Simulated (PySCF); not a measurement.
## Electron correlation in Se²⁺ (selenium, charge +2)

[Ar] 3d10 4s2 4p2, high-spin 3P determinant. Calculation: PySCF 2.14, in cc-pVDZ-DK; scalar relativity by spin-free X2C-1e. Frozen: [Ar] 3d10; 4 electrons correlated.

MP2 pair energies summed by pair of shells (mhartree):

| pair | energy | share (%) |
| --- | --- | --- |
| 4s-4p | -26.35 | 60.8 |
| 4s-4s | -12.68 | 29.2 |
| 4p-4p | -4.34 | 10.0 |

Total MP2 correlation energy: -43.37 mhartree.

Same-spin part -6.90 and opposite-spin part -36.47 mhartree; SCS-MP2 scales them by 1/3 and 6/5 to -46.06 mhartree.

```tsv
level	correlation energy (mhartree)
CCSD	-59.90
(T)	-0.54
CCSD(T)	-60.44
```

Diagnostics: T1 = 0.0057, D1 = 0.0159, largest double amplitude 0.094.

Q: Is a single reference adequate?

A: Mostly. T1 lies below 0.03, but a double amplitude of this size points to a near-degeneracy that CCSD handles and MP2 describes poorly.
